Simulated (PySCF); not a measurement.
A structure optimised at PBE0-D3(BJ)/def2-TZVP, used in a PySCF frequency run:

```xyz
4

O      1.3643     0.3468     0.0000
S      0.1599    -0.4034     0.0000
F     -0.7485     0.2044     1.1520
F     -0.7485     0.2044    -1.1520
```
Charge 0, spin multiplicity 1.

### Question
Write its SMILES, formula and point group.

### Answer
O=S(F)F, F₂OS, Cs

### Question
What are its rotational constants (standard atomic weights)?

### Answer
8.5440, 8.3417, 4.9409 GHz
